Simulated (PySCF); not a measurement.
Si(H)2(SH)2 (H4S2Si), SMILES S[SiH2]S.

The structure is a stationary point at B3LYP-D3(BJ)/def2-TZVP. The values are those of a single conformer.

All values below come from CAM-B3LYP/def2-TZVPD in PySCF.

Gas-phase values at a fixed geometry.

Computed frontier levels, gap, dipole moment and polarisability:
```yaml
highest_occupied_level: -8.80 eV
lowest_empty_level: 0.35 eV
orbital_gap: 9.15 eV
dipole_moment: 0.05 D
quadrupole, principal values (traceless, Buckingham form, about the centre of nuclear charge): -6.59, 2.33, 4.26 D·Å
mean_static_polarisability: 71.3 bohr³ (10.56 Å³)
polarisability_principal_values: 60.5, 67.6, 85.7 bohr³
```
